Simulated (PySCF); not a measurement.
Species: C₂H₇BO₃.
Geometry (PBE0-D3(BJ)/def2-SVP, Å), atoms numbered from 1 in this order:
```xyz
13
C2H7BO3 angstrom
C      1.893    0.239   -0.317
O      1.109   -0.272    0.715
C     -0.112   -0.802    0.279
B     -1.200    0.241   -0.229
O     -2.373   -0.171   -0.800
O     -0.997    1.572   -0.078
H      2.194   -0.552   -1.036
H      2.803    0.662    0.130
H      1.376    1.039   -0.879
H      0.048   -1.585   -0.499
H     -0.547   -1.342    1.140
H     -2.446   -1.125   -0.888
H     -1.745    2.081   -0.408
```

Jobs on this species (13 atoms, 48 electrons) with PySCF (density fitting). Hardware of each: an AMD EPYC 9R45 with one thread (shared host). The host was shared with other jobs, so the times are rough. Peak memory is the resident size of the whole Python process, interpreter and libraries included.

```
                                                                 level and settings                                                          work  basis functions  SCF cycles  wall time  peak memory
   delta-SCF UKS B3LYP, pcX-2 on the ionised atom, pcseg-1 elsewhere, spin-free X2C                                 ΔSCF core ionisation, 5 holes              150           ?          ?            ?
    delta-SCF UKS SCAN, pcX-1 on the ionised atom, pcseg-1 elsewhere, spin-free X2C                                 ΔSCF core ionisation, 5 holes              129           ?          ?            ?
delta-SCF UKS SCAN, def2-TZVP on the ionised atom, pcseg-1 elsewhere, spin-free X2C                                 ΔSCF core ionisation, 5 holes              136          87       16 s     0.58 GiB
 delta-SCF UKS SCAN, pcX-2 on the ionised atom, pcseg-1 elsewhere, non-relativistic                                 ΔSCF core ionisation, 5 holes              150          87       17 s     0.58 GiB
    delta-SCF UKS PBE0, pcX-2 on the ionised atom, pcseg-1 elsewhere, spin-free X2C                                 ΔSCF core ionisation, 5 holes              150          78       19 s     0.59 GiB
      delta-SCF UKS HF, pcX-2 on the ionised atom, pcseg-1 elsewhere, spin-free X2C                                 ΔSCF core ionisation, 5 holes              150          72       10 s     0.58 GiB
                                                 PBE0-D3(BJ)/def2-SVP, grid level 1  geometry optimisation from a GFN2-xTB start shaken at random              119          72       29 s     0.51 GiB
    delta-SCF UKS SCAN, pcX-2 on the ionised atom, pcseg-1 elsewhere, spin-free X2C                                 ΔSCF core ionisation, 5 holes              150          87       18 s     0.59 GiB
     delta-SCF UKS PBE, pcX-2 on the ionised atom, pcseg-1 elsewhere, spin-free X2C                                 ΔSCF core ionisation, 5 holes              150          86       11 s     0.58 GiB
```

Question: Fill in the missing figures.

Answer: 
- delta-SCF UKS B3LYP, pcX-2 on the ionised atom, pcseg-1 elsewhere, spin-free X2C; ΔSCF core ionisation, 5 holes: 20 s, 0.61 GiB, 79 SCF cycles
- delta-SCF UKS SCAN, pcX-1 on the ionised atom, pcseg-1 elsewhere, spin-free X2C; ΔSCF core ionisation, 5 holes: 14 s, 0.58 GiB, 82 SCF cycles

Question: What do all jobs in the table cost together?

Answer: About 2.6 min; the longest takes about 19 % of that, and about 2.9 times as long as the shortest.
